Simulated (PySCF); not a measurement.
C8H9, charge +2, quartet, at a GFN2-xTB geometry of the parent state (a state made from the parent by changing its charge; the spin is typed, not shown lowest); PySCF with R2SCAN/STO-3G.

PySCF was given this input:
```python
from pyscf import gto, scf, dft

mol = gto.M(
    atom='''
C    -2.84464279    0.04649701    0.04060644
C    -1.48483725    0.02225562    0.02242319
C    -0.76721335   -1.12416684   -0.46941049
C     0.59476820   -1.13705917   -0.48473511
C     1.33864793   -0.02942992   -0.01831570
C     2.80491693   -0.04042694   -0.03932069
C     0.64740215    1.10710817    0.46627047
C    -0.71265377    1.14338300    0.49109166
H    -3.42911114   -0.79014362   -0.31122033
H    -3.38924429    0.90372228    0.40659655
H    -1.33265729   -1.97290228   -0.82446482
H     1.12585374   -2.00167110   -0.85463579
H     3.21163936   -1.01549099   -0.29212431
H     3.20888197    0.29839456    0.91641367
H     3.16210023    0.68717761   -0.77495889
H     1.22144110    1.95096191    0.82007961
H    -1.23723184    2.01098602    0.86265594
''',
    basis='sto-3g',
    charge=2,
    spin=3,
    verbose=4,
)

mf = dft.ROKS(mol)
mf.xc = 'r2scan'
mf.kernel()
```

Task: What does PySCF print? Leave out banner, timings and long lists.

Result: 
```
PySCF version 2.14.0

[INPUT] verbose = 4
[INPUT] num. atoms = 17
[INPUT] num. electrons = 55
[INPUT] charge = 2
[INPUT] spin (= nelec alpha-beta = 2S) = 3
[INPUT] symmetry False subgroup None
[INPUT] Mole.unit = angstrom
[INPUT] Symbol           X                Y                Z      unit          X                Y                Z       unit  Magmom
[...]
nuclear repulsion = 332.638373339494
number of shells = 33
number of NR pGTOs = 147
number of NR cGTOs = 49
basis = sto-3g
ecp = {}

******** <class 'pyscf.dft.roks.ROKS'> ********
method = ROKS
initial guess = minao
damping factor = 0
level_shift factor = 0
DIIS = <class 'pyscf.scf.diis.CDIIS'>
diis_start_cycle = 1
diis_space = 8
diis_damp = 0
SCF conv_tol = 1e-09
SCF conv_tol_grad = None
SCF max_cycles = 50
direct_scf = True
direct_scf_tol = 1e-13
num. doubly occ = 26  num. singly occ = 3
XC library pyscf.dft.libxc version 7.1.2
    S. Lehtola, C. Steigemann, M. J. T. Oliveira, and M. A. L. Marques,  SoftwareX 7, 1–5 (2018)
XC functionals = r2scan
    J. W. Furness, A. D. Kaplan, J. Ning, J. P. Perdew, and J. Sun,  J. Phys. Chem. Lett. 11, 8208–8215 (2020)
    J. W. Furness, A. D. Kaplan, J. Ning, J. P. Perdew, and J. Sun,  J. Phys. Chem. Lett. 11, 9248–9248 (2020)
    J. W. Furness, A. D. Kaplan, J. Ning, J. P. Perdew, and J. Sun,  J. Phys. Chem. Lett. 11, 8208–8215 (2020)
    J. W. Furness, A. D. Kaplan, J. Ning, J. P. Perdew, and J. Sun,  J. Phys. Chem. Lett. 11, 9248–9248 (2020)
radial grids:
    Treutler-Ahlrichs [JCP 102, 346 (1995); DOI:10.1063/1.469408] (M4) radial grids

becke partition: Becke, JCP 88, 2547 (1988); DOI:10.1063/1.454033
pruning grids: <function nwchem_prune>
grids dens level: 3
symmetrized grids: False
atomic radii adjust function: <function treutler_atomic_radii_adjust>
small_rho_cutoff = 0
Set gradient conv threshold to 3.16228e-05
tot grids = 201216
init E= -307.391401387878
[...]
cycle= 1 E= -305.4561352335  delta_E= 1.94  |g|= 0.33  |ddm|= 3.99
[...]
cycle= 2 E= -304.834601441721  delta_E= 0.622  |g|= 0.924  |ddm|= 1.55
[...]
cycle= 3 E= -305.460024699984  delta_E= -0.625  |g|= 0.264  |ddm|= 1.45
[...]
cycle= 4 E= -305.489060509085  delta_E= -0.029  |g|= 0.155  |ddm|= 0.352
[...]
cycle= 5 E= -305.493829183645  delta_E= -0.00477  |g|= 0.101  |ddm|= 0.137
[...]
cycle= 6 E= -305.499273615925  delta_E= -0.00544  |g|= 0.0396  |ddm|= 0.117
[...]
cycle= 7 E= -305.499920997787  delta_E= -0.000647  |g|= 0.0138  |ddm|= 0.0389
[...]
cycle= 8 E= -305.499991070842  delta_E= -7.01e-05  |g|= 0.00689  |ddm|= 0.0183
[...]
cycle= 9 E= -305.500014359204  delta_E= -2.33e-05  |g|= 0.00303  |ddm|= 0.0124
[...]
cycle= 10 E= -305.500020120747  delta_E= -5.76e-06  |g|= 0.000652  |ddm|= 0.00558
[...]
cycle= 11 E= -305.500020283166  delta_E= -1.62e-07  |g|= 0.000275  |ddm|= 0.000825
[...]
cycle= 12 E= -305.500020346225  delta_E= -6.31e-08  |g|= 9.21e-05  |ddm|= 0.00067
[...]
cycle= 13 E= -305.500020351248  delta_E= -5.02e-09  |g|= 3e-05  |ddm|= 0.000167
[...]
cycle= 14 E= -305.500020351652  delta_E= -4.04e-10  |g|= 1.51e-05  |ddm|= 5.67e-05
[...]
Extra cycle  E= -305.500020351288  delta_E= 3.64e-10  |g|= 2.98e-05  |ddm|= 6.29e-05
converged SCF energy = -305.500020351288
```
